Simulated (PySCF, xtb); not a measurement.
Zn(Me)(OH) (CH₄OZn), SMILES [OH][Zn][CH3]. Other conformers were not sampled.

Harmonic wavenumbers (cm⁻¹) from GFN2-xTB (xtb) at its own minimum, in rising order: 17, 74, 239, 397, 479, 534, 671, 683, 1279, 1477, 1484, 3048, 3057, 3077, 3721.

Q: What does PySCF with PBE0-D3(BJ)/def2-TZVP give at its own minimum? (Estimate from the structure and the level; the computed values follow.)

A: 16, 151, 155, 544, 675, 702, 712, 741, 1208, 1450, 1450, 3055, 3142, 3143, 3920. Paired by order, the mean absolute difference is 84 cm⁻¹ and the zero-point energies are 28.9 and 30.1 kcal/mol.
